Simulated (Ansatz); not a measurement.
A nudged elastic band was laid between two geometries of BH7N2OSSi (13 atoms, charge 0, multiplicity 1).

Level of theory: RKS PBE0-D4/def2-SVP in Ansatz 0.2.0.

```yaml
movable_images: 5
climbing_image: yes
spring: 5.0 eV/Å²
optimiser: quadratic models (default)
start_path: IDPP
force_threshold: 0.05 eV/Å
iteration_limit: 60
end_points: relaxed
```

Image 0:

```xyz
13
Properties=species:S:1:pos:R:3
N -0.104 -1.159 -0.908
B 0.451 -0.732 0.342
N 0.624 -1.602 1.439
O 0.789 0.605 0.515
Si 0.109 1.910 -0.247
S -2.028 1.864 -0.115
H 0.122 -0.659 -1.758
H -0.310 -2.132 -1.087
H 0.896 -1.241 2.342
H 0.447 -2.594 1.420
H 0.552 3.159 0.425
H 0.542 1.915 -1.679
H -2.069 0.630 -0.674
```

Image 6:

```xyz
13
Properties=species:S:1:pos:R:3
N 0.371 -2.130 -0.683
B 0.418 -0.928 0.062
N 0.425 -0.901 1.480
O 0.455 0.261 -0.668
Si 0.032 1.816 -0.331
S -2.081 2.082 -0.087
H 0.355 -2.112 -1.692
H 0.378 -3.054 -0.279
H 0.520 -0.049 2.012
H 0.393 -1.731 2.052
H 0.590 2.283 0.974
H 0.541 2.645 -1.455
H -2.376 1.782 -1.371
```

Problem. What changes between the two ends?

Solution. No bond is made or broken. The height of N1 over the plane of its neighbours goes from 0.17 to 0.01 Å.

Problem. What energy profile does the band end with?

Solution. It converged. The highest image is number 3 of 0 to 6, 1.6 kcal/mol above the first end and 1.0 kcal/mol above the last; the last end lies 0.7 kcal/mol above the first. A vibrational analysis at the climbing image gives one clearly imaginary mode, 70i cm⁻¹: a first-order saddle point.

```
image  path coordinate (Å)  energy (kcal/mol)  height of N1 over the plane of its neighbours (Å)
    0                 0.00                0.0                                               0.17
    1                 0.64                0.5                                               0.16
    2                 1.28                1.3                                               0.13
    3                 1.91                1.6                                               0.10
    4                 2.60                1.4                                               0.06
    5                 3.29                0.9                                               0.02
    6                 3.97                0.7                                               0.01
```

Problem. What is the geometry of the highest image?

Solution. 
```xyz
13
Properties=species:S:1:pos:R:3
N 0.065 -1.681 -0.862
B 0.488 -0.812 0.178
N 0.526 -1.195 1.537
O 0.876 0.481 -0.173
Si 0.113 1.932 -0.292
S -2.012 1.733 -0.063
H 0.218 -1.431 -1.828
H -0.138 -2.660 -0.724
H 0.781 -0.540 2.261
H 0.269 -2.109 1.878
H 0.508 2.865 0.802
H 0.463 2.524 -1.614
H -2.137 0.857 -1.085
```

Problem. What are the harmonic wavenumbers there?

Solution. 70i, 24, 54, 180, 264, 286, 352, 360, 386, 412, 508, 533, 560, 637, 697, 731, 793, 849, 905, 909, 964, 1072, 1382, 1416, 1589, 1605, 2246, 2249, 2711, 3656, 3666, 3765, 3775 cm⁻¹.

The run took 5.2 min on 2 threads of Intel(R) Xeon(R) Platinum 8488C (Sapphire Rapids), with other jobs on the host, peak memory 0.35 GiB.
